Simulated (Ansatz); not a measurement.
Relaxation of ClH₃O₃Sn (8 atoms, charge 0, multiplicity 1), to a largest force component of 0.02 eV/Å in at most 40 steps.

All numbers below come from Ansatz 0.2.0, RHF/def2-SVP.

```xyz
8
Properties=species:S:1:pos:R:3:forces:R:3
Sn 0.000 0.000 0.000 0.30 0.01 -0.18
O 0.000 0.000 1.960 -3.02 -1.10 0.33
H -0.909 -0.281 2.297 2.84 0.88 -0.70
O 1.848 0.000 -0.653 0.12 -3.15 -0.12
H 2.165 -0.952 -0.769 -0.70 2.95 0.28
O -0.923 1.599 -0.653 -2.86 -1.48 -0.53
H -1.881 1.369 -0.875 2.84 0.98 0.54
Cl -1.135 -1.967 -0.802 0.47 0.90 0.39
```

Question: Where does it end, and by what steps?

Answer: It converged. The force dipped under the threshold on the way, but the program's further checks kept it going. After 22 steps the energy has fallen by 0.525 eV; H5 moved furthest, 0.73 Å.

```csv
step,energy less start (eV),largest force component (eV/Å),accepted
0,0.0000,3.153,yes
1,-0.3765,1.362,yes
2,-0.4561,0.693,yes
3,-0.4944,0.435,yes
4,-0.5062,0.399,yes
5,-0.2834,2.239,no
6,-0.5174,0.144,yes
7,-0.5223,0.021,yes
8,-0.5235,0.009,yes
9,-0.4898,1.334,no
10,-0.5237,0.013,yes
11,-0.5234,0.210,no
12,-0.5239,0.035,yes
13,-0.5240,0.126,yes
14,-0.5243,0.059,yes
15,-0.5247,0.005,yes
16,-0.4759,1.687,no
17,-0.5217,0.495,no
18,-0.5249,0.050,yes
19,-0.5250,0.066,yes
20,-0.5251,0.052,yes
21,-0.5250,0.103,no
22,-0.5252,0.002,yes
```

```xyz
8
Properties=species:S:1:pos:R:3
Sn -0.176 -0.213 -0.046
O 0.097 -0.352 1.863
H -0.587 -0.054 2.445
O 1.564 -0.230 -0.885
H 2.316 -0.390 -0.334
O -1.138 1.426 -0.404
H -1.488 1.577 -1.269
Cl -1.423 -1.995 -0.865
```

Whether the end is a true minimum wasn't checked by a vibrational analysis.

The run took 110 s on 1 thread of Intel(R) Xeon(R) Platinum 8259CL CPU @ 2.50GHz (Skylake/Cascade Lake), on a shared host, peak memory 0.24 GiB.
